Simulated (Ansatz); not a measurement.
Relaxation of CH₅SiTe (8 atoms, charge 1, multiplicity 1), to a largest force component of 0.015 eV/Å in at most 40 steps.

All numbers below come from RKS PBE-D4/def2-SVP (Ansatz).

```xyz
8
Properties=species:S:1:pos:R:3
Si -0.827 0.774 -0.202
C 0.861 0.022 0.424
Te 1.519 -1.842 0.306
H -1.774 -0.342 -0.163
H -0.434 1.185 -1.554
H -1.077 1.869 0.729
H 1.580 0.704 0.873
H 0.151 -2.371 -0.412
```

Task: Where does it end, and by what steps?

Result: The forces met the threshold. The force dipped under the threshold on the way, but the program's further checks kept it going. Limits of this set-up: the dipole of an ion depends on the origin. After 12 steps the energy has fallen by 0.125 eV; H5 moved furthest, 0.45 Å.

| step | energy less start (eV) | largest force component (eV/Å) | accepted |
| --- | --- | --- | --- |
| 0 | 0.0000 | 1.003 | yes |
| 1 | -0.0902 | 0.468 | yes |
| 2 | -0.1029 | 0.061 | yes |
| 3 | -0.1015 | 0.322 | no |
| 4 | -0.1079 | 0.037 | yes |
| 5 | -0.1153 | 0.099 | yes |
| 6 | -0.1168 | 0.199 | yes |
| 7 | -0.1200 | 0.191 | yes |
| 8 | -0.1242 | 0.067 | yes |
| 9 | -0.1248 | 0.010 | yes |
| 10 | -0.1249 | 0.017 | yes |
| 11 | -0.1248 | 0.037 | no |
| 12 | -0.1250 | 0.004 | yes |

```xyz
8
Properties=species:S:1:pos:R:3
Si -0.775 0.757 -0.239
C 0.906 0.033 0.292
Te 1.495 -1.859 0.455
H -1.693 -0.383 -0.544
H -0.449 1.612 -1.430
H -1.206 1.591 0.933
H 1.720 0.740 0.561
H 0.003 -2.491 -0.028
```

Run time: 34 s on 1 thread of Arm Neoverse V1, on a shared host, peak memory 0.12 GiB.
